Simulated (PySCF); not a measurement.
Curvature of the energy in the electron number along the second row, charge +1

Calculated with PySCF 2.14, in jorge-DZP-DKH, spin-free X2C: one orbital is emptied in steps, and each cell gives the departure of E from the straight line at half an electron, in eV (from a cubic fit). The exact functional gives zero.

```tsv
species	orbital	LDA	PBE	PBE0	BHandHLYP	LC-wPBE	UHF
Be⁺	2s alpha	-0.91	-0.96	-0.70	-0.54	-0.07	0.00
C⁺	2p alpha	-1.74	-1.72	-1.25	-0.79	-0.50	0.17
N⁺	2p alpha	-2.04	-1.99	-1.43	-0.88	-0.71	0.26
O⁺	2p alpha	-2.34	-2.27	-1.61	-0.97	-0.94	0.35
F⁺	2p beta	-2.34	-2.29	-1.59	-0.95	-0.93	0.48
Ne⁺	2p beta	-2.62	-2.52	-1.73	-0.98	-1.14	0.62
```

Question: How does the mean departure depend on the functional?

Answer: LDA -2.00 eV; PBE -1.96 eV; PBE0 -1.39 eV; BHandHLYP -0.85 eV; LC-wPBE -0.71 eV; UHF 0.31 eV. Semilocal functionals are convex (delocalisation error), Hartree-Fock is concave or straight, and exact exchange removes curvature roughly in proportion to its share, so among the functionals the range-separated hybrids usually come closest to zero.
